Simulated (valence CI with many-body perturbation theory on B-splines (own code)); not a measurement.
From CI to CI+MBPT in Se XIII

Calculated by valence CI with perturbative core correlation (CI+MBPT): four valence electrons over a frozen Dirac-Fock core [Ar], radial functions for each j: 9 s, 9 p, 10 d, 8 f, 5 g, 3 h, 1 i, with the one-electron correlation potential Σ1 (screened to all orders), the two-electron term Σ2, the three-electron term Σ3, Breit, model QED; selected single and double excitations, second order for the rest, scaled by the run's own slope (own B-spline code, finite nucleus).

No measured spectrum was set against this ion. As an estimate, terms of the open shell hold to 2 to 4 % of their energy, and close levels can change places. Core correlation moves these levels by up to 6700 cm⁻¹, and in measured spectra 5 to 20 % of such shifts remained as error; rates that hang on mixing are uncertain with them. Only levels of the ground parity were solved; by the run's estimate the other parity begins above the list, which can be wrong where configurations are misplaced.

Each rung adds one term. CI alone is the Dirac-Coulomb CI over the frozen core; QED comes last and gives the full result, which names the levels. Energies are above 3d4 5D_0 on the same rung, in eV.

Names give the largest LS component (configuration and term), which can be under half, so a name can repeat, a term be missing and a line seem to break the LS rules; names also repeat where a configuration has a term twice. Letters in brackets count levels of one name in rising energy.

```
       Level  CI alone
    3d4 5D_1    0.1813
    3d4 5D_2    0.4800
    3d4 5D_3    0.8478
    3d4 5D_4     1.258
3d4 3P_0 [a]     5.734
    3d4 3H_4     6.244
    3d4 3H_5     6.676
3d4 3P_1 [a]     6.623
    3d4 3H_6     7.009
3d4 3F_3 [a]     7.153
3d4 3F_2 [a]     7.218
3d4 3F_4 [a]     7.420
3d4 3P_2 [a]     7.824
    3d4 3G_3     8.286
    3d4 3G_4     8.449
    3d4 3G_5     8.757
```

Question: What do these energies become with core correlation, Breit and QED?

Answer: 3d4 5D_1 0.1815 (+0.0001); 3d4 5D_2 0.4722 (-0.0078); 3d4 5D_3 0.8227 (-0.0251); 3d4 5D_4 1.206 (-0.0518); 3d4 3P_0 [a] 5.595 (-0.1396); 3d4 3H_4 6.069 (-0.1753); 3d4 3H_5 6.501 (-0.1747); 3d4 3P_1 [a] 6.514 (-0.1092); 3d4 3H_6 6.803 (-0.2052); 3d4 3F_3 [a] 6.900 (-0.2530); 3d4 3F_2 [a] 7.009 (-0.2091); 3d4 3F_4 [a] 7.183 (-0.2369); 3d4 3P_2 [a] 7.673 (-0.1510); 3d4 3G_3 8.004 (-0.2820); 3d4 3G_4 8.085 (-0.3643); 3d4 3G_5 8.407 (-0.3495).

Question: How does the ionisation energy move along the ladder, and which term matters most?

Answer: CI alone 374.90, + Σ1 377.16, + Σ2 382.93, + Σ3 382.94, + Breit 382.88, + QED 382.90 eV. The largest step is Σ2, 5.78 eV. NIST lists 383 ± 3 eV (theoretical).
